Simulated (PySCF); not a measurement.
Below is a simulated gas-phase Cl 2p photoelectron spectrum of `N->[Si](<-N)(Cl)(Cl)(Cl)Cl` (cis-Si(NH3)2Cl4).

Every computed line was given a Gaussian of 0.8 eV full width at half maximum and an area set by the number of equivalent atoms (split 2:1 within a doublet); the highest printed point is 100. Computed with PySCF, delta-SCF UKS SCAN, pcX-2 on the ionised atom, pcseg-1 elsewhere, spin-free X2C.

```
binding energy (eV)  intensity
              203.8          0
              203.9          0
              204.0          1
              204.1          3
              204.2          5
              204.3         10
              204.4         19
              204.5         30
              204.6         46
              204.7         63
              204.8         80
              204.9         94
              205.0        100
              205.1         98
              205.2         88
              205.3         73
              205.4         56
              205.5         39
              205.6         25
              205.7         15
              205.8         10
              205.9          8
              206.0          9
              206.1         13
              206.2         19
              206.3         27
              206.4         36
              206.5         44
              206.6         49
              206.7         50
              206.8         47
              206.9         41
              207.0         32
              207.1         24
              207.2         16
              207.3         10
              207.4          5
              207.5          3
              207.6          1
              207.7          1
              207.8          0
              207.9          0
```

Problem. How many maxima does the curve show, and how many computed lines lie under it?

Solution. The curve has 2 maxima (at 205.0 and 206.7 eV). Under it lie 4 lines from 2 inequivalent chlorine sites, each drawn as a 2p3/2, 2p1/2 pair. At this width some lines have no maximum of their own.

Problem. Decompose the envelope and assign each component. Bonds: Si1–N2, Si1–Cl6, Si1–N7, Si1–Cl11, Si1–Cl12, Si1–Cl13. Hydrogens: H3, H4, H5 on N2; H8, H9, H10 on N7.

Solution. 
```tsv
position (eV)	relative area	line	atoms	environment
204.99	1.33	Cl 2p3/2	Cl6/Cl11	chlorine bonded to Si
205.07	1.33	Cl 2p3/2	Cl12/Cl13	chlorine bonded to Si
206.64	0.67	Cl 2p1/2	Cl6/Cl11	chlorine bonded to Si
206.72	0.67	Cl 2p1/2	Cl12/Cl13	chlorine bonded to Si
```

The 2 Cl 2p3/2 values lie within 0.08 eV of each other.

No satellites, vibrations or lifetime broadening are included. Atoms equivalent by their bonding share one computed value, that of the first of them. For 2p shells one spin-free hole was relaxed; a mean-field spin–orbit operator and the ground-state splitting of the three 2p orbitals were then diagonalised within the shell. The shell's mean is (2 × 2p3/2 + 2p1/2)/3, and the degeneracies 2j + 1 give areas of 2:1. 2p1/2 minus 2p3/2 (ligand field included): Cl 1.65 eV. Isolated species at its PBE0-D3(BJ)/def2-SVP geometry, gas phase.

Hardware: one thread, Arm Neoverse N1 (aarch64), no GPU (shared host). Cost: 1.9 min, 0.73 GiB resident at most.
